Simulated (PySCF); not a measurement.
Field gradients at the hydrogen positions

Species: C5H12O2Si.
Cartesian coordinates in Å at the GFN2-xTB level; atoms count from 1:
```
atom  x, y, z in Å
C1     3.428    0.583   -0.434
C2     1.957    0.718   -0.226
C3     1.149   -0.249    0.187
Si4   -0.698   -0.081    0.457
O5    -1.594   -1.176   -0.356
C6    -1.587   -2.565   -0.229
O7    -1.068    1.360   -0.175
C8    -2.331    1.939   -0.321
H9     3.960    1.331    0.154
H10    3.776   -0.407   -0.147
H11    3.676    0.755   -1.482
H12    1.542    1.692   -0.445
H13    1.587   -1.217    0.406
H14   -1.046   -0.170    1.885
H15   -0.585   -2.969   -0.388
H16   -1.930   -2.865    0.765
H17   -2.262   -2.975   -0.981
H18   -2.689    2.313    0.642
H19   -2.240    2.774   -1.018
H20   -3.052    1.219   -0.710
```

Level: PBE0/pcSseg-1 (PySCF, non-relativistic); Q(2H) = 0.00286 b; rigid geometry, the same for H and D, with no vibrational averaging.

Question: Rank these positions by the coupling χzz of a deuteron there, largest first.
A. H13 (vinylic hydrogen)
B. H14 (Si–H hydrogen)
C. H19 (methyl hydrogen)
D. H9 (methyl hydrogen)

Answer: A (219 kHz), D (209 kHz), C (203 kHz), B (103 kHz).

Question: Tabulate Vzz, the asymmetry η and χzz = 234.96 MHz × Q × Vzz for every hydrogen position.

Answer: 
```tsv
atom	bonded to	bond length (Å)	Vzz (au)	η	χzz (kHz)
H9	C1	1.090	0.3115	0.02	209
H10	C1	1.088	0.3138	0.03	211
H11	C1	1.090	0.3108	0.02	209
H12	C2	1.081	0.3217	0.04	216
H13	C3	1.085	0.3262	0.06	219
H14	Si4	1.472	0.1527	0.03	103
H15	C6	1.093	0.2970	0.08	200
H16	C6	1.093	0.2964	0.07	199
H17	C6	1.091	0.3015	0.07	203
H18	C8	1.093	0.2972	0.08	200
H19	C8	1.091	0.3015	0.07	203
H20	C8	1.091	0.2974	0.08	200
```

Question: Average by the element that carries the hydrogen.

Answer: on C: 206 kHz over 11 positions, mean bond length 1.090 Å; on Si: 103 kHz over 1 position, mean bond length 1.472 Å.

Question: How does χzz go with the bond length over the 11 C–H bonds?

Answer: A straight-line fit has a slope of -17.3 kHz for each 0.01 Å, with a correlation coefficient of -0.90, over lengths from 1.081 to 1.093 Å. The longer bonds have the smaller couplings here.

Question: A static deuteron (I = 1) shows a doublet split by (3/2)χ, (3/4)χ(1 + η) and (3/4)χ(1 − η) with the field along z, y and x of the gradient. What are these for H17?

Answer: With |χ| = 202.6 kHz and η = 0.065: 304, 162 and 142 kHz, to first order and without motion.

The structure is a single GFN2-xTB conformer in the gas phase; no vibrational or solvent corrections. GFN2-xTB bond lengths can be off by several hundredths of an ångström, more for odd bonds, and the gradients follow them. A larger basis could move these couplings by a tenth or more.
